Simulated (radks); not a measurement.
Neutral cobalt inside a hard spherical wall (all orbitals vanish at R), configuration held at [Ar] 3d7 4s2 and not refilled when levels cross. Method: scalar-relativistic Kohn-Sham, PBEsol, spin-polarised, spherical densities, finite nucleus; open shells are filled with parallel spins first; Fermi nuclear charge, rms radius 3.7875 fm; computed with a radial shooting solver on a logarithmic mesh with Libxc functionals. Eigenvalues in eV for spin up, with the zero of energy where the potential of the charges vanishes at infinity; a dash marks a level that is unbound or too diffuse for the functional's potential to be trusted. A positive occupied level is held by the wall or, in an anion where self-interaction has pushed it up, behind a barrier. The pressure on the wall is -dE/dV.

| R (bohr) | E (hartree) | kinetic (hartree) | e(3s) | e(3p) | e(3d) | e(4s) | e(4p, empty) | e(5s, empty) | pressure (GPa) |
|---|---|---|---|---|---|---|---|---|---|
| free | -1391.97595 | 1409.785 | -103.48 | -66.829 | -9.431 | -5.745 | -1.332 | - | 0 |
| 20 | -1391.97595 | 1409.785 | -103.48 | -66.829 | -9.431 | -5.745 | -1.332 | - | < 0.0001 |
| 15 | -1391.97595 | 1409.785 | -103.48 | -66.829 | -9.430 | -5.745 | -1.329 | 0.319 | < 0.0001 |
| 12 | -1391.97593 | 1409.785 | -103.47 | -66.826 | -9.428 | -5.743 | -1.309 | 0.788 | 0.000376 |
| 10 | -1391.97573 | 1409.787 | -103.46 | -66.808 | -9.410 | -5.727 | -1.238 | 1.616 | 0.00624 |
| 8 | -1391.97351 | 1409.805 | -103.32 | -66.676 | -9.281 | -5.614 | -0.939 | 3.760 | 0.106 |
| 5 | -1391.88884 | 1410.226 | -101.34 | -64.692 | -7.370 | -3.496 | 2.582 | 19.056 | 9.98 |
| 4 | -1391.66740 | 1411.098 | -98.407 | -61.795 | -4.597 | 0.421 | 8.063 | 38.562 | 59.6 |
| 3.5 | -1391.36605 | 1412.177 | -95.504 | -58.943 | -1.824 | 4.980 | 13.997 | 57.914 | 164 |
| 3 | -1390.70050 | 1414.426 | -90.612 | -54.158 | 2.984 | 13.976 | 25.110 | 91.569 | 514 |
| 1.5 | -1366.54786 | 1487.173 | -18.950 | 19.922 | 85.225 | 234.70 | 256.18 | 642.14 | 71200 |
